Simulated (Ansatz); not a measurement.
Z-matrix (Å, degrees):
```
Si
B 1 1.883
Si 1 2.570 2 51.1
O 1 1.631 2 136.1 3 -168.5
C 1 1.853 2 99.1 3 -8.4
H 1 1.800 2 41.8 3 -95.5
H 2 1.187 1 137.8 3 -168.2
H 3 1.489 1 118.9 2 101.5
H 3 1.490 1 131.8 2 -91.4
H 4 0.961 1 118.2 2 152.2
H 5 1.092 1 113.2 2 121.1
H 5 1.091 1 118.8 2 -109.0
```

Total charge 0; spin multiplicity 1.

Q: List the ωB97M-V/def2-TZVPP orbital energies in eV (Ansatz 0.2.0). (Estimate.)

A: Computed: Occupied: -1807.96, -1806.49, -527.06, -281.19, -186.83, -148.93, -147.56, -103.15, -103.03, -102.94, -101.70, -101.67, -101.65, -31.76, -22.82, -19.39, -18.16, -16.17, -14.89, -14.54, -13.75, -13.39, -12.03, -11.50, -10.61, -10.01, -9.29. Lowest empty: 0.79, 1.62, 2.03, 2.58, 2.96, 3.16, 3.61, 3.83.
